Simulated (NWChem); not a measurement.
The numbers come from NWChem runs, not from measurements. System: H6B2, charge 0, spin multiplicity 1, at a geometry optimised with B3LYP/def2-SVP. The structure started from a generated list of species. Level: MP2/def2-SVP, 2 core orbitals frozen.

The NWChem input:

```
start mol
memory heap 200 mb stack 900 mb global 1100 mb
geometry units angstroms nocenter noautoz
  B      0.000000     0.000000    -0.888533
  B      0.000000     0.000000     0.888533
  H      0.000000     0.988328     0.000000
  H      1.049361     0.000000    -1.473478
  H     -1.049361     0.000000    -1.473478
  H      0.000000    -0.988328     0.000000
  H      1.049361     0.000000     1.473478
  H     -1.049361     0.000000     1.473478
  symmetry group D2h
end
basis spherical
  * library def2-svp
end
scf
  rhf
  nopen 0
  maxiter 100
  thresh 1e-7
  semidirect memsize 60000000 filesize 0
end
mp2
  freeze core 2
end
task mp2 energy
```

Part of the output:

```
             Northwest Computational Chemistry Package (NWChem) 7.3.0
             --------------------------------------------------------

                                NWChem Input Module
                                -------------------

 Scaling coordinates for geometry "geometry" by  1.889725989
 (inverse scale =  0.529177249)

 Turning off AUTOSYM since
 SYMMETRY directive was detected!

                             Geometry "geometry" -> ""
                             -------------------------

 Output coordinates in angstroms (scale by  1.889725989 to convert to a.u.)

  No.       Tag          Charge          X              Y              Z
 ---- ---------------- ---------- -------------- -------------- --------------
    1 B                    5.0000     0.00000000     0.00000000    -0.88853300
    2 B                    5.0000     0.00000000     0.00000000     0.88853300
    3 H                    1.0000     0.00000000     0.98832800     0.00000000
    4 H                    1.0000     1.04936100     0.00000000    -1.47347800
    5 H                    1.0000    -1.04936100     0.00000000    -1.47347800
    6 H                    1.0000     0.00000000    -0.98832800     0.00000000
    7 H                    1.0000     1.04936100     0.00000000     1.47347800
    8 H                    1.0000    -1.04936100     0.00000000     1.47347800

 Effective nuclear repulsion energy (a.u.)      31.7896694091

            Nuclear Dipole moment (a.u.)
            ----------------------------
        X                 Y               Z
 ---------------- ---------------- ----------------
     0.0000000000     0.0000000000     0.0000000000

      Symmetry information
      --------------------

 Group name             D2h
 Group number             26
 Group order               8
 No. of unique centers     3

      Symmetry unique atoms

     1    3    4


 Summary of "ao basis" -> "" (spherical)
 ------------------------------------------------------------------------------
       Tag                 Description            Shells   Functions and Types
 ---------------- ------------------------------  ------  ---------------------
[...]
     1   1 0 0      0.000000      0.000000      0.000000
     1   0 1 0     -0.000000      0.000000      0.000000
     1   0 0 1      0.000000      0.000000      0.000000

     2   2 0 0    -13.632485      0.000000     15.729231
     2   1 1 0     -0.000000      0.000000      0.000000
     2   1 0 1     -0.000000      0.000000      0.000000
     2   0 2 0    -11.232002      0.000000      6.976376
     2   0 1 1      0.000000      0.000000      0.000000
     2   0 0 2    -14.218490      0.000000     59.206313

                   NWChem MP2 Semi-direct Energy/Gradient Module
                   ---------------------------------------------

  Basis functions       =     58
  Molecular orbitals    =     58
  Frozen core           =      2
  Frozen virtuals       =      0
  Active alpha occupied =      6
  Active beta occupied  =      6
  Active alpha virtual  =     50
  Active beta virtual   =     50
  Use MO symmetry       = T
  Use skeleton AO sym   = T

  AO/Fock/Back tols     =   1.0D-09  1.0D-09  1.0D-09

 GA uses MA = F    GA memory limited = T

 Available:
  local mem=  1.26D+08
 global mem=  1.44D+08
 local disk=  0.00D+00
  mp2_memr nvloc                    50
  nvloc new                    50
   1 passes of   6:        3145728                      14512                   1751044.
   1 passes of   6: M    126152743           G      144172472           F     123007015.

 Semi-direct pass number   1 of   1  for RHF alpha+beta  at        0.2s
  vrange nnbf                  1711
  mp2_eaftype                    10  avail_ma_in_mb                  1099
 EAF : mp2_eaftype filesize          10     875522.
  mp2_eaf for mointskh                     10
Node 0 wrote      4.1 Mb in      0.0 s     Agg I/O rate:  1110.1 Mb/s
 Done moints_semi at        0.5s
  mp2_eaftype                    10  avail_ma_in_mb                  1089
 EAF : mp2_eaftype filesize          10     875522.
  mp2_eaf for kh                    10
 Done maket at        0.5s
 Done multipass loop at        0.5s

          -------------------------------------------
          SCF energy                 -52.778562051619
          Correlation energy          -0.216140272296
          Singlet pairs               -0.166368117135
          Triplet pairs               -0.049772155161
          Total MP2 energy           -52.994702323915
          -------------------------------------------

          ---------------------------------------------------
                    Spin Component Scaled (SCS) MP2
          Same spin pairs                     -0.033181436774
          Same spin scaling factor             0.333333333333
          Opposite spin pairs                 -0.182958835522
          Opposite spin scaling fact.          1.200000000000
          SCS-MP2 correlation energy          -0.230611081551
          Total SCS-MP2 energy               -53.009173133171
          ---------------------------------------------------

 -----------------------
 Performance information
 -----------------------

 Timer overhead =  2.08D-07 seconds/call

               Nr. of calls         CPU time (s)                 Wall time (s)                GFlops
             ---------------    -------------------     ------------------------------   -------------------
Name         Min   Avg   Max    Min     Avg     Max     Min     Avg     Max   Mx/calls   Min     Max     Sum
mp2: moin     1     1     1   0.31    0.31    0.31     0.31    0.31    0.31    0.31      0.0     0.0     0.0
mp2: make     1     1     1   3.26E-2 3.26E-2 3.26E-2  3.27E-2 3.27E-2 3.27E-2 3.27E-2   0.0     0.0     0.0
mp2: tota     1     1     1   0.37    0.37    0.37     0.37    0.37    0.37    0.37      0.0     0.0     0.0

 The average no. of pstat calls per process was 3.00D+00
 with a timing overhead of 6.23D-07s

 Task  times  cpu:        0.5s     wall:        0.5s

 Total times  cpu:        0.6s     wall:        0.6s
```
